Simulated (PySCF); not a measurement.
# First hyperpolarisability: SMILES C1=C(C)OC([BH3-])=C1, [C5H8BO]-, charge -1

Geometry:
```csv
atom,x (Å),y (Å),z (Å)
B1,2.288,-0.697,-0.281
C2,0.837,-0.043,-0.100
C3,0.371,1.251,0.001
C4,-1.054,1.206,0.144
C5,-1.386,-0.119,0.125
C6,-2.676,-0.845,0.227
O7,-0.268,-0.863,-0.020
H8,3.137,0.212,-0.289
H9,2.342,-1.330,-1.354
H10,2.525,-1.487,0.654
H11,1.004,2.136,-0.025
H12,-1.749,2.039,0.250
H13,-2.905,-1.421,-0.688
H14,-3.499,-0.134,0.394
H15,-2.673,-1.568,1.062
```

Total charge -1.

Computed, not measured: quadratic response CAM-B3LYP/def2-SVPD first hyperpolarisability, Taylor convention, gas phase (PySCF). Geometry: PBE0-D3(BJ)/def2-SVP.

For a gas-phase anion, states above the detachment energy (about 2.5 eV, taken as minus the energy of the highest occupied orbital) lie in the continuum and depend on the basis.

Question: Give β for the processes computed.

Answer: In au, Taylor convention; the vector part is βᵢ = ⅓ Σⱼ (βᵢⱼⱼ + βⱼᵢⱼ + βⱼⱼᵢ):
| process | λ (nm) | β vector norm | β HRS | depolarisation ratio |
| --- | --- | --- | --- | --- |
| static β(0;0,0) | ∞ | 196.6 | 89.2 | 3.86 |
| second harmonic β(−2ω;ω,ω) | 1064 | 269.9 | 120.3 | 4.08 |
| Pockels β(−ω;ω,0) | 1064 | 217.2 | – | – |

Question: Which lowest excitations and polarisabilities go with it?

Answer: S1 4.45 eV (f = 0.000); S2 5.25 eV (f = 0.003); S3 5.43 eV (f = 0.275); isotropic α 93.1 au static, 94.4 au at 1064 nm, 98.6 au at 532 nm.
